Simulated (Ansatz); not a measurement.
CH$_{4}$BClO$_{2}$, 9 atoms. The species carries charge 0 and has multiplicity 1. The bonds changed during the relaxation, so this is another structure than the one it started from. All runs use 2 threads of an Arm Neoverse V1 on a shared host. Correlated methods freeze the cores.

(1) How many basis functions does each run have, and how long does it take in Ansatz? RKS CAM-B3LYP-D4/def2-TZVPP energy; RKS PBE0-D4/def2-QZVPP energy; RKS PBE0-D4/def2-TZVP relaxation (7 steps); RKS r2SCANh-D4/def2-TZVPP energy; RHF-CCSD(T)/def2-SVP energy; RKS ωB97M-V/def2-QZVPP energy; RKS ωB97M-V/def2-SVP energy; RKS B3LYP-D4/def2-TZVPP energy and forces; RHF-CCSD(T)/def2-TZVPP energy; RKS PBE0-D4/def2-TZVP frequencies; RKS ωB97M-V/def2-TZVPP energy and forces; RKS PBE0-D4/def2-SVP energy. (Estimate.)

Results:

(1) Ansatz gave: Other jobs shared the machine, so times are rough.

```
                      level                   job  functions  wall time  peak host memory (GiB)
       RKS PBE0-D4/def2-SVP                energy         94      1.6 s                    0.41
RKS CAM-B3LYP-D4/def2-TZVPP                energy        222      5.5 s                    0.53
       RKS ωB97M-V/def2-SVP                energy         94      6.5 s                    0.41
       RHF-CCSD(T)/def2-SVP                energy         94        7 s                    0.41
    RKS B3LYP-D4/def2-TZVPP     energy and forces        222        7 s                    0.55
  RKS r2SCANh-D4/def2-TZVPP                energy        222        8 s                    0.49
     RKS PBE0-D4/def2-QZVPP                energy        418       13 s                     1.2
     RKS ωB97M-V/def2-TZVPP     energy and forces        222       16 s                    0.69
     RKS ωB97M-V/def2-QZVPP                energy        418       29 s                     1.4
      RKS PBE0-D4/def2-TZVP  relaxation (7 steps)        185       42 s                    0.43
     RHF-CCSD(T)/def2-TZVPP                energy        222    3.3 min                     3.7
      RKS PBE0-D4/def2-TZVP           frequencies        185    3.3 min                    0.43
```

B3LYP here is the variant with VWN-RPA as its local correlation; programs differ in this.
